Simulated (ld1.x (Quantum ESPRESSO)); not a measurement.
Ag, TM: configuration errors across variants

- Element: Ag (Z = 47)
- Generator: ld1.x (Quantum ESPRESSO) 7.5
- Type: norm-conserving Troullier–Martins (Kleinman–Bylander form)
- Functional: LDA (PZ)
- Relativity: scalar-relativistic
- Frozen core: [Ar] 3d10 4s2
- Valence charge: 17
- Reference configuration: 4p6 4d10 5s1 5p0
- Partial waves: 4p (bound): rc 1.00 bohr; 4d (bound): rc 1.10 bohr; 5s (bound): rc 2.45 bohr
- Local potential: the s channel
- Core correction: none

All-electron excitation energies from the reference (eV): (1) 4p6 4d10 5s0 5p0 8.102; (2) 4p6 4d9 5s0 5p0 30.485; (3) 4p6 4d8 5s0 5p0 66.919; (4) 4p6 4d10 5s0.5 5p0 3.186; (5) 4p6 4d9 5s1 5p1 8.572; (6) 4p6 4d9 5s1 5p0 13.379; (7) 4p6 4d10 5s0 5p1 4.021; (8) 4p6 4d10 5s1 5p0 spin -0.149; (9) 4p6 4d9 5s0 5p0 spin 30.325.

Spin tests fill each open shell by Hund’s rule, majority spin first.

1 further variants failed, have other tests or too few solved ones, and are left out.

Errors AE − PS in meV (a dash: test not solved or not reliable):

| change | (1) | (2) | (3) | (4) | (5) | (6) | (7) | (8) | (9) | bound ghosts |
| --- | --- | --- | --- | --- | --- | --- | --- | --- | --- | --- |
| base | -11 | -80 | -397 | -2.4 | -768 | -75 | -485 | +0.3 | -54 | none |
| wave 4d (bound): rc 1.10 bohr becomes 4d (bound): rc 0.92 bohr | -11 | -78 | -393 | -2.4 | -767 | -73 | -485 | +0.3 | -52 | none |
| wave 4d (bound): rc 1.10 bohr becomes 4d (bound): rc 1.02 bohr | -11 | -79 | -396 | -2.4 | -768 | -75 | -485 | +0.3 | -54 | none |
| wave 4d (bound): rc 1.10 bohr becomes 4d (bound): rc 1.16 bohr | -11 | -80 | -398 | -2.4 | -769 | -75 | -485 | +0.3 | -54 | none |
| wave 4d (bound): rc 1.10 bohr becomes 4d (bound): rc 1.34 bohr | -10 | -81 | -398 | -2.3 | -769 | -75 | -485 | +0.3 | -55 | none |
| wave 4d (bound): rc 1.10 bohr becomes 4d (bound): rc 1.48 bohr | -10 | -81 | -397 | -2.3 | -768 | -75 | -485 | +0.3 | -54 | none |

(1) Give the same row for: wave 4d (bound): rc 1.10 bohr becomes 4d (bound): rc 1.62 bohr.

Results:

(1) -10, -81, -394, -2.3, -768, -75, -485, +0.3, -54; bound ghosts: none.
